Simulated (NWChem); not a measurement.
Program: NWChem. System: C$_{2}$H$_{5}$Be (+1), charge 1, spin multiplicity 1, at a geometry optimised with B3LYP/def2-SVP. The structure started from a generated list of species. Level: EOM-CCSD/def2-SVP, 3 core orbitals frozen.

Output (cleaned and shortened):

```
             Northwest Computational Chemistry Package (NWChem) 7.3.0
             --------------------------------------------------------

                                NWChem Input Module
                                -------------------

 Scaling coordinates for geometry "geometry" by  1.889725989
 (inverse scale =  0.529177249)

 Turning off AUTOSYM since
 SYMMETRY directive was detected!

                             Geometry "geometry" -> ""
                             -------------------------

 Output coordinates in angstroms (scale by  1.889725989 to convert to a.u.)

  No.       Tag          Charge          X              Y              Z
 ---- ---------------- ---------- -------------- -------------- --------------
    1 Be                   4.0000    -1.28904600     1.29002300     0.00000000
    2 C                    6.0000     0.22109500     0.52979300     0.00000000
    3 C                    6.0000     0.25131700    -1.00920400     0.00000000
    4 H                    1.0000     0.72724900     0.96051100     0.88808200
    5 H                    1.0000     0.72724900     0.96051100    -0.88808200
    6 H                    1.0000    -0.22071500    -1.43974700    -0.89444700
    7 H                    1.0000    -0.22071500    -1.43974700     0.89444700
    8 H                    1.0000     1.30864700    -1.32515700     0.00000000

 Effective nuclear repulsion energy (a.u.)      52.2922541161

            Nuclear Dipole moment (a.u.)
            ----------------------------
        X                 Y               Z
 ---------------- ---------------- ----------------
     0.0000056692    -0.0000056692     0.0000000000

      Symmetry information
      --------------------

 Group name             Cs
 Group number              2
 Group order               2
 No. of unique centers     6

      Symmetry unique atoms

     1    2    3    4    6    8


 Summary of "ao basis" -> "" (spherical)
 ------------------------------------------------------------------------------
       Tag                 Description            Shells   Functions and Types
 ---------------- ------------------------------  ------  ---------------------
 *                          def2-svp                  on all atoms

 Summary of "ao basis" -> "ao basis" (spherical)
 ------------------------------------------------------------------------------
       Tag                 Description            Shells   Functions and Types
 ---------------- ------------------------------  ------  ---------------------
 Be                         def2-svp                 5        9   3s2p
 C                          def2-svp                 6       14   3s2p1d
 H                          def2-svp                 3        5   2s1p

                                 NWChem SCF Module
                                 -----------------

  ao basis        = "ao basis"
  functions       =    62
  atoms           =     8
  closed shells   =    10
  open shells     =     0
  charge          =   1.00
  wavefunction    = RHF
  use symmetry    = T
  symmetry adapt  = T

 Summary of "ao basis" -> "ao basis" (spherical)
 ------------------------------------------------------------------------------
       Tag                 Description            Shells   Functions and Types
 ---------------- ------------------------------  ------  ---------------------
 Be                         def2-svp                 5        9   3s2p
 C                          def2-svp                 6       14   3s2p1d
 H                          def2-svp                 3        5   2s1p

      Symmetry analysis of basis
      --------------------------

        a'         41
        a"         21

 Forming initial guess at       0.0s

      Superposition of Atomic Density Guess
      -------------------------------------

 Sum of atomic energies:         -92.29974297

 Renormalizing density from      21.00 to     20

      Non-variational initial energy
      ------------------------------

 Total energy =     -90.470092
 1-e energy   =    -214.413367
 2-e energy   =      71.651021
 HOMO         =      -0.702028
 LUMO         =      -0.371545

      Symmetry analysis of molecular orbitals - initial
[...]
   0.4402584363392   0.3227352980312    8.78208     0.3     0.3

 Iteration   2 using    4 trial vectors
   0.1076255612825   0.1964941497856    5.34688
   0.1228699804493   0.2328194909129    6.33534     0.3     0.3

 Iteration   3 using    6 trial vectors
   0.0461532292917   0.1898179679272    5.16521
   0.0622741355596   0.2239480090132    6.09394     0.3     0.3

 Iteration   4 using    8 trial vectors
   0.0242580727350   0.1882639177239    5.12292
   0.0272067340084   0.2216343624285    6.03098     0.3     0.3

 Iteration   5 using   10 trial vectors
   0.0173081036158   0.1872504852425    5.09535
   0.0141850393282   0.2205382234660    6.00115     0.3     0.3

 Iteration   6 using   12 trial vectors
   0.0108586277543   0.1867719813486    5.08233
   0.0075634602489   0.2200861791687    5.98885     0.3     0.3

 Iteration   7 using   14 trial vectors
   0.0056018865453   0.1866950789758    5.08023
   0.0035054613306   0.2200126482890    5.98685     0.3     0.3

 Iteration   8 using   16 trial vectors
   0.0020804102741   0.1866633705878    5.07937
   0.0016020021581   0.2199796850744    5.98595     0.4     0.4

 Iteration   9 using   18 trial vectors
   0.0006849490524   0.1866719715241    5.07960
   0.0006413897078   0.2199879008326    5.98618     0.4     0.4

 Iteration  10 using   20 trial vectors
   0.0003313247846   0.1866785836444    5.07978
   0.0002961697569   0.2200008805558    5.98653     0.4     0.4

 Iteration  11 using   22 trial vectors
   0.0001883363980   0.1866764021817    5.07973
   0.0002009246588   0.2200018585506    5.98656     0.4     0.4

 Iteration  12 using   24 trial vectors
   0.0000971492924   0.1866779065049    5.07977
   0.0001483294011   0.2200001767518    5.98651     0.4     0.4

 Iteration  13 using   26 trial vectors
   0.0000534517155   0.1866772339096    5.07975
   0.0000823000966   0.2199992743820    5.98649     0.4     0.4

 Iteration  14 using   28 trial vectors
   0.0000312170937   0.1866769184271    5.07974
   0.0000430188217   0.2199989165210    5.98648     0.4     0.4

 Iteration  15 using   30 trial vectors
   0.0000148058074   0.1866769771448    5.07974
   0.0000214647343   0.2199992133591    5.98649     0.4     0.4

 Iteration  16 using   32 trial vectors
   0.0000062679871   0.1866770768665    5.07974
   0.0000080479938   0.2199993659835    5.98649     0.4     0.4
 --------------------------------------------------------------
 Iterations converged
 ------------------

 Excited state root  1
 Excitation energy / hartree =        0.186677076866501
                   / eV      =        5.079743881404497
 largest EOMCCSD amplitudes: R1 and R2

 Singles contributions
    11a'  (alpha) ---     6a"  (alpha)       -0.1889985844
    11a'  (alpha) ---     9a"  (alpha)        0.8841629337
    15a'  (alpha) ---     9a"  (alpha)        0.1139312341

 Doubles contributions
    11a'  (alpha)    11a'  (beta ) ---    10a'  (alpha)     9a"  (beta )       -0.1303530118
    11a'  (alpha)    11a'  (beta ) ---     9a"  (alpha)    10a'  (beta )       -0.1303530118
 ------------------

 Excited state root  2
 Excitation energy / hartree =        0.219999365983468
                   / eV      =        5.986489889525003
 largest EOMCCSD amplitudes: R1 and R2

 Singles contributions
    13a"  (alpha) ---     7a'  (alpha)        0.1470045053
    13a"  (alpha) ---    10a'  (alpha)       -0.8688106551
    16a"  (alpha) ---    10a'  (alpha)       -0.1034680755
    22a"  (alpha) ---    10a'  (alpha)       -0.1182455469

 Doubles contributions
    11a'  (alpha)    13a"  (beta ) ---    10a'  (alpha)    10a'  (beta )        0.1930525219
    13a"  (alpha)    11a'  (beta ) ---    10a'  (alpha)    10a'  (beta )        0.1930525219

 No. of initial left vectors    2

 EOM-CCSD left-hand side iterations
 --------------------------------------------------------------
      Residuum       Omega / hartree  Omega / eV    Cpu    Wall
 --------------------------------------------------------------

 Iteration   1 using    2 trial vectors
   0.5575894870240   0.3047753901468    8.29336
   0.4818616080317   0.3227352980312    8.78208     0.7     0.7

 Iteration   2 using    4 trial vectors
   0.1116279774120   0.1965347020664    5.34798
   0.1207838982400   0.2347929923996    6.38905     0.7     0.7

 Iteration   3 using    6 trial vectors
   0.0468495373585   0.1904709032925    5.18298
   0.0607160954297   0.2251419924986    6.12643     0.7     0.7

 Iteration   4 using    8 trial vectors
   0.0246425031479   0.1881495798018    5.11981
   0.0272381917814   0.2215011758008    6.02736     0.6     0.6

 Iteration   5 using   10 trial vectors
   0.0182146630033   0.1871714759647    5.09320
   0.0148717938625   0.2203937786496    5.99722     0.5     0.5

 Iteration   6 using   12 trial vectors
   0.0108623745908   0.1867697152437    5.08226
   0.0077237477585   0.2200849528036    5.98882     0.5     0.5

 Iteration   7 using   14 trial vectors
   0.0056711969368   0.1866903006273    5.08010
   0.0036094288055   0.2200359624126    5.98749     0.6     0.6

 Iteration   8 using   16 trial vectors
   0.0021443242855   0.1866593207623    5.07926
   0.0016529291988   0.2199876904075    5.98617     0.6     0.6

 Iteration   9 using   18 trial vectors
   0.0006914962205   0.1866714730386    5.07959
   0.0006483562858   0.2199897976579    5.98623     0.6     0.6

 Iteration  10 using   20 trial vectors
   0.0003223353819   0.1866793156887    5.07980
   0.0003028184102   0.2200012012148    5.98654     0.6     0.6

 Iteration  11 using   22 trial vectors
   0.0001776361501   0.1866767887097    5.07974
   0.0002044975582   0.2200018394952    5.98656     0.6     0.6

 Iteration  12 using   24 trial vectors
   0.0000884772520   0.1866772356154    5.07975
   0.0001482121151   0.2199995432388    5.98649     0.6     0.6

 Iteration  13 using   26 trial vectors
   0.0000492824454   0.1866773340758    5.07975
   0.0000819969952   0.2199993933087    5.98649     0.6     0.6

 Iteration  14 using   28 trial vectors
   0.0000302978106   0.1866771095839    5.07974
   0.0000427922505   0.2199993619778    5.98649     0.6     0.6

 Iteration  15 using   30 trial vectors
   0.0000149049446   0.1866770703425    5.07974
   0.0000215259740   0.2199994752954    5.98649     0.7     0.7

 Iteration  16 using   32 trial vectors
   0.0000064576857   0.1866771343254    5.07975
   0.0000081235625   0.2199995176072    5.98649     0.7     0.7
 --------------------------------------------------------------
 Iterations converged

 Excited state root  1
 Excitation energy / hartree =        0.186677076866501
                   / eV      =        5.079743881404497

 EOM-CCSD transition moments / hartree
 --------------------------------------------
 X    0.0000000 Y    0.0000000 Z    0.1815507
 Oscillator Strength                0.0041020
 --------------------------------------------

 EOM-CCSD dipole moments / hartree & Debye
 ------------------------------------
   X        -0.4579009     -1.1638767
   Y         0.1927129      0.4898311
   Z        -0.0000000     -0.0000000
 Total       0.4968012      1.2627523
 ------------------------------------

 Singles contributions
    11a'  (alpha) ---     6a"  (alpha)       -0.1889985844
    11a'  (alpha) ---     9a"  (alpha)        0.8841629337
    15a'  (alpha) ---     9a"  (alpha)        0.1139312341

 Doubles contributions
    11a'  (alpha)    11a'  (beta ) ---    10a'  (alpha)     9a"  (beta )       -0.1303530118
    11a'  (alpha)    11a'  (beta ) ---     9a"  (alpha)    10a'  (beta )       -0.1303530118

 Excited state root  2
 Excitation energy / hartree =        0.219999365983468
                   / eV      =        5.986489889525003

 Task  times  cpu:       40.0s     wall:       40.0s

 Total times  cpu:       40.0s     wall:       40.0s
```

Problem. Write an NWChem input that would produce this output.

Solution. Several could match; the one computed here: 
```
start mol
memory heap 100 mb stack 700 mb global 1900 mb
charge 1
geometry units angstroms nocenter noautoz
  Be    -1.289046     1.290023     0.000000
  C      0.221095     0.529793     0.000000
  C      0.251317    -1.009204     0.000000
  H      0.727249     0.960511     0.888082
  H      0.727249     0.960511    -0.888082
  H     -0.220715    -1.439747    -0.894447
  H     -0.220715    -1.439747     0.894447
  H      1.308647    -1.325157     0.000000
  symmetry group Cs
end
basis spherical
  * library def2-svp
end
scf
  rhf
  nopen 0
  maxiter 100
  thresh 1e-7
  semidirect memsize 60000000 filesize 0
end
tce
  freeze core 3
  ccsd
  nroots 2
  2eorb
  2emet 13
  thresh 1e-5
  maxiter 200
  tilesize 24
  dipole
end
task tce energy
```
